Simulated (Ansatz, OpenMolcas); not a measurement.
# The same job for OpenMolcas

This Ansatz 0.2.0 job computes CH4FGeN (SMILES [H]/N=[C](/F)[GeH3]):

run.yaml:
```yaml
basis:
  gaussian: {orbitals: STO-3G}
crystal:
  periodic: [false, false, false]
  atoms:
    - {symbol: "N", position_ang: [1.895900, 0.222300, -0.348500]}
    - {symbol: C, position_ang: [0.908100, 0.027300, 0.385600]}
    - {symbol: F, position_ang: [1.137400, -0.127100, 1.702400]}
    - {symbol: Ge, position_ang: [-1.019900, -0.103800, -0.035500]}
    - {symbol: H, position_ang: [1.617200, 0.325400, -1.319900]}
    - {symbol: H, position_ang: [-1.766200, 1.006900, 0.710300]}
    - {symbol: H, position_ang: [-1.149700, 0.071600, -1.553900]}
    - {symbol: H, position_ang: [-1.530700, -1.479600, 0.403700]}
magnetization: {spin_polarized: false, initial_magnetization: 0}
hamiltonian: {xc: hf}
accuracy: high
output: {orbitals: {seedname: orbitals}}
```

```bash
$ ansatz run run.yaml --threads 1 --pin off --max-ram 3480MiB --events-out events.jsonl --progress --plain --runs-dir runs
```

Geometry: relaxed at PBE0-D4/def2-TZVP.

It gives a total energy of -2243.230916 Eh.

**Question.** Translate the job to OpenMolcas 26.06 as an input file of the program's own, asking for the gradient.

**Answer.** One way, which was run:

job.inp:
```
&GATEWAY
 BASLIB=$CurrDir
 COORD
 8
 angstrom
 N        1.895900       0.222300      -0.348500
 C        0.908100       0.027300       0.385600
 F        1.137400      -0.127100       1.702400
 Ge      -1.019900      -0.103800      -0.035500
 H        1.617200       0.325400      -1.319900
 H       -1.766200       1.006900       0.710300
 H       -1.149700       0.071600      -1.553900
 H       -1.530700      -1.479600       0.403700
 BASIS=STO-3G
 GROUP=NoSym

&SEWARD

&SCF
 THRESHOLDS=1e-10 1e-07 1e-07 1e-05
 PRORBITALS=1 2

&ALASKA
```

```bash
$ export MOLCAS_MEM=1860
$ pymolcas job.inp > job.log
```

(Basis files named in the input come from the Basis Set Exchange and aren't shown.)

Its energy is -2243.230916 Eh, the same as the first but for the last digit, at most.
